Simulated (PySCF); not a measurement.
Species: [WSF4]- (charge -1 and doublet state).
Bonds: W1–S2, W1–F3, W1–F4, W1–F5, W1–F6.

A GFN2-xTB structure was refined with PySCF 2.14.0, PBE0-D3(BJ)/def2-SVP geometry optimisation, gas phase, def2 core potentials past Kr. Its GFN2-xTB values:

```csv
coordinate,GFN2-xTB
W1–S2,2.193 Å
W1–F3,1.968 Å
W1–F6,1.969 Å
S2–W1–F3,111.4°
F3–W1–F4,82.4°
F3–W1–F5,137.3°
```

**Question.** How do these coordinates change at the PBE0-D3(BJ)/def2-SVP level?

**Answer.** 
```
coordinate  PBE0-D3(BJ)/def2-SVP (Å or °)  change
     W1–F6                          1.917  -0.052
     W1–F3                          1.917  -0.051
     W1–S2                          2.150  -0.043
  F3–W1–F5                          140.6    +3.3
  S2–W1–F3                          109.7    -1.7
  F3–W1–F4                           83.5    +1.1
```

The energy falls by 4.5 kcal/mol over 6 energy and gradient evaluations, the largest force component goes from 0.0270 to 1.3e-04 Eh/bohr, and the atoms move by 0.051 Å rms after alignment. Among the bonds, W1–F3, W1–F4 and W1–F6 change most and about equally (-0.052 to -0.051 Å). Bonds longer at the end by more than 0.005 Å: 0 of 5; shorter: 5. Rotational constants go from 1978, 1582, 1581 to 2042, 1674, 1674 MHz.

The run used 106 basis functions and 55 SCF cycles in all.

No PBE0-D3(BJ)/def2-SVP frequencies stand behind this structure, so it isn't proved a minimum. ⟨S²⟩ = 0.757 (exact for a doublet: 0.75).

Caution for open-shell metal species: one SCF solution and one stationary point were followed, and a lower state or a bent or distorted shape isn't ruled out.
